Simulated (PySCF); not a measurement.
SMILES [Cl][Mg][SeH] (HClMgSe) (CAM-B3LYP/def2-SVP optimised geometry):

```
4

Mg    -0.109    -0.006     0.000
Cl    -2.298     0.006    -0.037
Se     2.298    -0.006     0.000
H      2.310    -0.589     1.353
```

Method: PySCF 2.14.0 with CAM-B3LYP/def2-TZVP.

What are the frontier orbital energies and the dipole moment?

HOMO-2 -10.25 eV, HOMO-1 -9.55 eV, HOMO -8.40 eV, LUMO -0.92 eV, LUMO+1 0.19 eV; dipole moment 0.93 D.

Meta-Löwdin charges at CAM-B3LYP/def2-TZVP: Mg1 1.38, Cl2 -0.75, Se3 -0.70, H4 0.06.
